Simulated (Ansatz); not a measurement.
`OB(O)CCCCc1ccc(/N=N/c2ccccc2)cc1`, relaxed as a singlet with RKS PBE-D4/def2-SVP in Ansatz, starting from the GFN2-xTB geometry. Force threshold 0.03 eV/Å.

Start:

```xyz
40

O     5.193    2.575   -5.068
B     4.075    1.856   -5.333
O     3.848    1.244   -6.520
C     2.974    1.700   -4.186
C     3.517    0.937   -2.972
C     2.491    0.769   -1.853
C     1.371   -0.219   -2.212
C     0.511   -0.476   -1.012
C    -0.573    0.351   -0.722
C    -1.330    0.156    0.410
C    -1.012   -0.881    1.298
N    -1.679   -1.135    2.477
N    -2.759   -0.492    2.671
C    -3.428   -0.749    3.852
C    -3.111   -1.788    4.736
C    -3.877   -1.990    5.864
C    -4.961   -1.165    6.132
C    -5.278   -0.131    5.265
C    -4.522    0.077    4.129
C     0.077   -1.710    1.012
C     0.820   -1.508   -0.130
H     5.848    2.640   -5.766
H     4.518    1.327   -7.201
H     2.104    1.181   -4.584
H     2.642    2.684   -3.850
H     3.864   -0.048   -3.292
H     4.379    1.482   -2.583
H     2.052    1.738   -1.608
H     2.998    0.401   -0.957
H     1.822   -1.153   -2.554
H     0.769    0.191   -3.024
H    -0.817    1.158   -1.400
H    -2.165    0.798    0.647
H    -2.267   -2.422    4.505
H    -3.636   -2.796    6.543
H    -5.559   -1.331    7.017
H    -6.122    0.509    5.476
H    -4.752    0.877    3.442
H     0.316   -2.507    1.699
H     1.660   -2.155   -0.346
```

(1) Estimate the energy that the relaxation releases and the steps that it takes.

(2) Does the start keep its bonding and symmetry?

(3) Predict the relaxed structure.

## Answers

(1) 7.8 kcal/mol, in 7 steps; 32 s on 2 threads of AMD EPYC 7R13 on a shared host and a share (18 GiB) of an NVIDIA H100 80GB HBM3. No frequencies were taken in this run, so the end may be a saddle point.

(2) By distances, no bond broke or formed. The bond that changes most is N13–C14, from 1.38 to 1.41 Å (atoms count from 1).

(3) 
```xyz
40

O     5.156    2.676   -5.091
B     4.068    1.889   -5.400
O     3.881    1.291   -6.628
C     2.991    1.644   -4.268
C     3.580    0.933   -3.034
C     2.598    0.728   -1.873
C     1.423   -0.217   -2.196
C     0.544   -0.477   -0.999
C    -0.557    0.363   -0.707
C    -1.345    0.162    0.425
C    -1.044   -0.900    1.311
N    -1.771   -1.198    2.482
N    -2.756   -0.434    2.716
C    -3.475   -0.736    3.895
C    -3.152   -1.795    4.776
C    -3.929   -2.006    5.918
C    -5.029   -1.171    6.195
C    -5.352   -0.120    5.322
C    -4.577    0.098    4.176
C     0.052   -1.744    1.032
C     0.834   -1.531   -0.107
H     5.798    2.781   -5.815
H     4.587    1.471   -7.274
H     2.140    1.068   -4.689
H     2.583    2.631   -3.952
H     3.986   -0.059   -3.335
H     4.452    1.515   -2.665
H     2.193    1.711   -1.544
H     3.146    0.318   -0.996
H     1.832   -1.178   -2.574
H     0.813    0.214   -3.017
H    -0.796    1.188   -1.398
H    -2.207    0.802    0.662
H    -2.286   -2.425    4.527
H    -3.680   -2.829    6.606
H    -5.636   -1.344    7.097
H    -6.211    0.533    5.538
H    -4.797    0.912    3.469
H     0.260   -2.565    1.734
H     1.686   -2.197   -0.319
```
Bond lengths: 16 × C–C 1.39 to 1.54 Å; 2 × C–N 1.41 Å; 2 × B–O 1.38 Å; 1 × B–C 1.58 Å; 1 × N–N 1.27 Å; 17 × C–H 1.10 to 1.11 Å; 2 × H–O 0.97 Å.
